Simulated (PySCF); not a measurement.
B(H)2(OEt) (C₂H₇BO), SMILES BOCC.

Coordinates come from a TPSSh-D3(BJ)/def2-SVP optimisation. The structure was generated by enumeration, and PubChem lists no compound with its InChIKey, so it may never have been made. One conformer was computed; it need not be the lowest.

Calculation: B3LYP/def2-TZVP in PySCF.

| Property | Value |
|---|---|
| total energy | -180.60704 hartree |
| highest occupied level | -8.31 eV |
| lowest empty level | -0.59 eV |
| orbital gap | 7.72 eV |
| dipole moment | 1.79 D |
| quadrupole, principal values (traceless, Buckingham form, about the centre of nuclear charge) | -1.57, -0.80, 2.37 D·Å |
| mean static polarisability | 45.0 bohr³ (6.66 Å³) |
| polarisability, principal values | 38.0, 41.8, 55.0 bohr³ |
